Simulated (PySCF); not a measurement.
**Working with the constants of LiSe⁺**

UHF-CCSD(T) constants of LiSe⁺, ³Σ⁻ (triplet), unpaired electrons π ↑↑ (basis Li aug-pcseg-1, Se aug-pcseg-1; no relativity; PySCF 2.14; masses 7.0160 and 79.9165 u):

```
ωe             : 304.1 cm⁻¹
ωexe           : 3.59 cm⁻¹
Be             : 0.36764 cm⁻¹
αe             : 0.00567 cm⁻¹
De to Li⁺ + Se : 0.86 eV
```

What force constant and bond length do these constants imply?

Reduced mass μred = 6.4498 u; k = 5.8918×10⁻⁷·μred·ωe² (u, cm⁻¹, mdyn/Å) = 0.351 mdyn/Å; Re = √(16.8576/(μred·Be)) (u, cm⁻¹, Å) = 2.666 Å.

Estimate the centrifugal constant D from the Kratzer relation and find the Dunham coefficient a1.

D = 4Be³/ωe² = 2.15e-06 cm⁻¹; a1 = −1 − αeωe/(6Be²) = -3.13.

Correlated steps freeze 9 core orbitals. Correlated levels converge slowly with the basis: in double zeta they bind strong bonds too weakly, by up to about 1 eV, and carry superposition errors of some tenths. Spin–orbit coupling is left out. For an ion De counts to the pair picked by the measured ionisation energies or electron affinities, which need not be the lowest pair at this level. The state was picked by a PBE0 search and need not be the measured ground state.
